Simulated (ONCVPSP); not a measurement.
## cobalt (Co), ONCV: configuration errors across variants

ONCVPSP 4.0.1 input, shortened (lines: element, Z, core and valence counts, functional; n l f; lmax; l rc ep ncon nbas qcut; lloc lpopt rc5 dvloc0; l nproj debl; icmod fcfact rcfact), LDA (Perdew-Zunger), fully relativistic:

```
  Co 27.00    3    4        3      upf
    1    0    2.00
    2    0    2.00
    2    1    6.00
    3    0    2.00
    3    1    6.00
    3    2    7.00
    4    0    2.00
    2
    0    1.55    0.00    4    7   10.30
    1    0.90    0.00    5    8    7.40
    2    1.80    0.00    4    8    7.10
    4    5    0.80    0.00
    0    2    1.20
    1    1    2.70
    2    2    1.60
    4    0.35    0.00
```

Open shells are filled in proportion to 2j + 1.

All-electron excitation energies from the reference (eV): (1) 3s2 3p6 3d7 4s1 9.296; (2) 3s2 3p6 3d7 4s0 26.381; (3) 3s2 3p6 3d6 4s0 62.568; (4) 3s2 3p5 3d7 4s2 73.436.

1 further variants failed, have other tests or too few solved ones, and are left out.

Errors AE − PS in meV (a dash: test not solved or not reliable):

| change | (1) | (2) | (3) | (4) | bound ghosts | GHOST(+) flags above zero |
| --- | --- | --- | --- | --- | --- | --- |
| base | +3.3 | +16 | +127 | -435 | none | none |
| s: qcut 6.1 | +3.2 | +14 | +127 | -427 | none | none |
| s: rc 1.28 | +3.6 | +17 | +126 | -441 | none | none |
| all radii but the core radius scaled by about 1.34 (s 2.08, p 1.20, d 2.42 bohr); local potential polynomial inside 1.08 bohr (lpopt 5, dvloc0 0 Ha) | +2.5 | +2.1 | +386 | -699 | none | none |

Task: Give the same row for: d: qcut 8.3.

Result: +2.6, +12, +87, -329; bound ghosts: none; GHOST(+) flags above zero: none.
